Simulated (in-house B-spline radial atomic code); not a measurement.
Mg⁺. Computed with a B-spline radial atomic code. Model: non-relativistic spherical atom: semilocal Troullier-Martins pseudo-atom, one channel per l, against all electrons, high spin, G0W0 and RPA with empty states to l = 8, local potential for every l without a channel, a model core (radius 0 = none) keeps its share of the functional.

What the tables leave out is listed at the end.

The pseudopotential gives back the lowest level of each angular momentum of its own functional in the configuration it was made in; a second state of the same l is only approximately right. Exact exchange, RPA and GW see the smooth pseudo-orbitals and miss the exchange with the core, for which the functional's share stands in. The column with an uncorrelated core keeps all orbitals and exact exchange, and so separates missing core correlation from pseudisation. Only the three outermost levels and the lowest empty one were computed. RPA here is direct RPA, with no exchange kernel, and its energies carry an (l + 1/2)⁻⁴ tail. A hybrid on a potential with a model core restores only its own semilocal share of the core's exchange.

Command:
```bash
python run_psgw.py task.json out
```
Settings (lengths in bohr, energies in hartree):
```
Z                      12
electrons              11
configuration          [Ne] 3s1
generated_in           [Ne] 3s1
functional             lda,vwn
core_shells            2
radius_factor          1
core_correction        True
ion_configuration      [He] 2s2 2p6
```

Time taken, with all properties: 30 s on 1 thread of Arm Neoverse N1 (shared host).

Given: made with LDA VWN5; model core radius 0.201 bohr; local radius 0.96 bohr; mean-field start LDA VWN5.

Valence shells of the generating configuration: 2p, 3s.

Channel: s 2.352, p 0.714 (radii in bohr).

Computed: largest level miss in the spin-unpolarised generating configuration 0 eV; valence RPA correlation energy all-electron orbitals -0.36968 hartree; pseudo-atom RPA polarisability 20.471 bohr³; ionisation by mean-field all-electron 15.351 eV; ionisation by mean-field pseudo minus all 0.001 eV; ionisation by RPA all-electron 15.596 eV; ionisation by RPA pseudo minus all 0.363 eV.

```tsv
level	occupied	mean-field all-electron (eV)	mean-field pseudo minus all (eV)	G0W0 all-electron (eV)	G0W0 uncorrelated core minus all (eV)	G0W0 pseudo minus all (eV)	exchange self-energy all-electron (eV)	exchange self-energy pseudo (eV)
3s up	1	-11.983	-0.004	-15.613	-0.038	-0.249	-10.543	-9.9153
3s down (empty)	0	-10.569	0.002	-7.8546	-0.031	-0.244	-1.5667	-1.0037
```

Task: What is the all-electron RPA polarisability, core included?

Result: 20.501 bohr³.

Task: What is the valence RPA correlation energy pseudo?

Result: -0.47327 hartree.

Given: mean-field start PBE0.

Computed: valence RPA correlation energy all-electron orbitals -0.35057 hartree; all-electron RPA polarisability, core included 17.763 bohr³; ionisation by mean-field all-electron 15.232 eV; ionisation by mean-field pseudo minus all 0.066 eV; ionisation by RPA all-electron 15.496 eV; ionisation by RPA pseudo minus all 0.323 eV.

| level | occupied | mean-field all-electron (eV) | mean-field pseudo minus all (eV) | G0W0 all-electron (eV) | G0W0 uncorrelated core minus all (eV) | G0W0 pseudo minus all (eV) | exchange self-energy all-electron (eV) | exchange self-energy pseudo (eV) |
| --- | --- | --- | --- | --- | --- | --- | --- | --- |
| 3s up | 1 | -12.708 | -0.049 | -15.559 | -0.031 | -0.234 | -10.296 | -9.8713 |
| 3s down (empty) | 0 | -9.0449 | -0.061 | -7.5175 | -0.028 | -0.216 | -1.5139 | -1.0461 |

Task: What is the valence RPA correlation energy pseudo?

Result: -0.45541 hartree.

Task: What is the pseudo-atom RPA polarisability?

Result: 17.41 bohr³.

Among the listed levels the largest G0W0 shift of the pseudo-atom is -0.25 eV, for 3s up on the LDA VWN5 start, while leaving the core uncorrelated moves that level by -0.04 eV. So pseudisation and the lost core exchange, not the missing core correlation, make the error. Not in the tables (levels of low weight, unsolved or above zero; the highest and the empty levels are kept at any weight): on LDA the G0W0 levels 2p down (pseudo minus all +3.06 eV, weights 0.43 and 0.10), 2p up (pseudo minus all +3.10 eV, weights 0.42 and 0.10); on PBE0 the G0W0 levels 2p down (pseudo minus all +3.01 eV, weights 0.78 and 0.64), 2p up (pseudo minus all +3.02 eV, weights 0.77 and 0.64); no Hartree-Fock pseudo-atom is run with a model core.
